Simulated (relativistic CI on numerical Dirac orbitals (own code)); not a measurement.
V⁴⁺: resonant inelastic scattering at the L2,3 edge

Computed with this model: Dirac-Coulomb-Breit CI, KLI orbitals optimised for each configuration, QED by a radiative potential, valence Slater integrals scaled by 0.9, Kramers-Heisenberg scattering through one core-hole configuration in a parametric crystal field; configurations [Ar] 3d → [He] 2s2 2p5 3s2 3p6 3d2; 80 K; core-hole width 0.4 eV; summed over polarisations. Incident energies are the highest absorption maxima for each field (at most a few, so the weaker spin-orbit partner edge can be absent), on the computed scale of the free ion. Intensities are in per cent of the strongest line above 0.02 eV; levels within 1 cm⁻¹ are merged; final levels count from the ground level, the first row holds all elastic scattering, lines under 0.4 are left out and each table stops after 24 rows. The scale of the Slater integrals is a model choice and moves the terms in proportion.

Field parameters in Wybourne normalisation: Oh B⁴₀ = 21Dq, B⁴₄ = √(5/14) B⁴₀. The field is a parameter set, without covalency.

S is read from ⟨S²⟩ = S(S + 1).

Oh, 10Dq = 5000 cm⁻¹:

```tsv
Final level (eV)	Degeneracy	Irrep	S	523.4 eV	529.7 eV	530.1 eV
0.000	4	Γ8	0.50	70.7	153.3	187.5
0.046	2	Γ7	0.50	12.6	95.8	49.6
0.639	4	Γ8	0.50	22.2	53.9	100.0
```

Oh, 10Dq = 11300 cm⁻¹:

| Final level (eV) | Degeneracy | Irrep | S | 523.7 eV | 530 eV | 530.4 eV |
| --- | --- | --- | --- | --- | --- | --- |
| 0.000 | 4 | Γ8 | 0.50 | 143.5 | 220.6 | 193.9 |
| 0.045 | 2 | Γ7 | 0.50 | 6.7 | 93.3 | 93.0 |
| 1.417 | 4 | Γ8 | 0.50 | 28.7 | 80.6 | 100.0 |

For the first field the strongest loss at the lowest incident energy is the level at 0.64 eV (S = 0.50, against 0.50 in the thermal ground state).
